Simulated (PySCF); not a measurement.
InI3, SMILES [I][In]([I])[I].

The structure is a stationary point at PBE0-D3(BJ)/def2-SVP. The isomer is the one that the SMILES or the coordinates give; other isomers of the formula were not compared. The def2 effective core potentials stand for the cores of I, In; spin–orbit coupling is left out.

Calculation: PBE0-D3(BJ)/def2-SVP (PySCF).

Frequencies are harmonic and unscaled.

Modes within 1.5 cm⁻¹ of each other (mostly degenerate sets) share a row, with their intensities summed.

```tsv
mode	ν (cm⁻¹)	IR (km/mol)	Raman (Å⁴/amu)	depolarisation	moving atoms (share of kinetic energy)
1–2	46	2.8	6.9	0.75	I 86 %, In 14 %
3	64	2.6	0.0	–	In 77 %, I 23 %
4	149	0.0	20.7	0.11	I 100 %
5–6	234	83.7	7.8	0.75	In 63 %, I 37 %
```
